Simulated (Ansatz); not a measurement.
Born–Oppenheimer molecular dynamics of AlH6NO2 (10 atoms, charge 0, multiplicity 1). It starts at the highest image of a converged band. Of that band: Neighbouring images differ by up to 1.5 eV, so the band resolves the path poorly. A vibrational analysis at the climbing image gives one clearly imaginary mode, 1708i cm⁻¹: a first-order saddle point.

Method: RHF/cc-pVDZ (Ansatz 0.2.0).

* ensemble: NVE (velocity Verlet)
* time step: 0.5 fs
* steps asked: 200
* starting velocities drawn for: 100 K
* seed: 10904

First frame:

```xyz
10
Properties=species:S:1:pos:R:3
Al 0.019 0.320 0.032
H -0.154 -0.024 1.831
O 1.539 -0.308 -0.455
H 1.727 -0.911 -1.153
O -1.486 0.037 -0.744
H -1.819 -0.771 -1.094
N 0.104 2.025 0.852
H 0.974 2.528 0.911
H -0.655 2.680 0.760
H -0.064 0.972 1.736
```

Problem. How far do the bonds stretch over the last three quarters of this one trajectory? (Pairs bonded in most of those frames.)

Solution. 
```csv
bond,mean (Å),spread (Å),shortest,longest
Al1–O3,1.712,0.010,1.70,1.73
Al1–O5,1.717,0.040,1.65,1.78
Al1–N7,1.771,0.028,1.72,1.82
H2–H10,0.751,0.023,0.72,0.78
O3–H4,0.942,0.002,0.94,0.95
O5–H6,0.942,0.006,0.93,0.95
N7–H8,1.005,0.010,0.99,1.02
N7–H9,1.004,0.013,0.98,1.02
```

Mean temperature of the second half: 1101 K. The conserved energy stayed within 0.094 meV per atom of its start (net change 0.091 meV per atom), so the integration is sound. The kinetic energy rose, since the run started high on the potential surface and went downhill. It ends in pieces (AlH4NO2 + H2), so much of that is their flight and rotation, not heat. A run of 0.1 ps of so small a system gives no equilibrium averages. The orbitals stay closed-shell, which can raise the energy where a bond breaks towards radicals; this wasn't checked here.

Run time: 4 min on 1 thread of Arm Neoverse V2, on a shared host, peak memory 0.15 GiB.
